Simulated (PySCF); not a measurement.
## [BiF4]− at several levels of theory

Computed with PySCF 2.14.0 (density fitting, no spin-orbit coupling) at the geometry relaxed with PBE0:

```xyz
5
[BiF4]− (singlet)
Bi    0.0000    0.0000    0.0000
F     1.2365    1.2365    1.2365
F    -1.2365   -1.2365    1.2365
F     1.2365   -1.2365   -1.2365
F    -1.2365    1.2365   -1.2365
```

| level | basis | state | HOMO (eV) | gap (eV) | charge on Bi1 (e) | dipole about the centre of mass (D) | largest force component (eV/Å) |
| --- | --- | --- | --- | --- | --- | --- | --- |
| PBE0 | Bi def2-SVP with ECP60, F def2-SVP | singlet | -2.23 | 6.73 | 1.29 | 0.00 | 0.01 |
| TPSSh | the same | singlet | -1.39 | 5.63 | 1.21 | 0.00 | 0.07 |
| PBE0 | Bi def2-TZVP with ECP60, F def2-TZVP | singlet | -3.16 | 6.98 | 1.44 | 0.00 | 0.08 |

Charges are Mulliken's, which hang on the basis. The relaxation used the grid (50, 194), these runs (75, 302) or, all-electron (x2c bases, spin-free X2C Hamiltonian), (99, 590).

**Question.** What does BP86 with Bi def2-SVP with ECP60, F def2-SVP give here?

**Answer.** state singlet, HOMO (eV) -0.84, gap (eV) 4.72, charge on Bi1 (e) 1.06, dipole about the centre of mass (D) 0.00, largest force component (eV/Å) 0.21. Time: 3.6 s on 2 threads of Intel(R) Xeon(R) Platinum 8488C (Sapphire Rapids), with other jobs on the host, from an already converged density.

In the first row's basis the gap widens with exact exchange: 4.7 eV for BP86 (none); 5.6 to 6.7 eV for TPSSh, PBE0 (a fixed share).
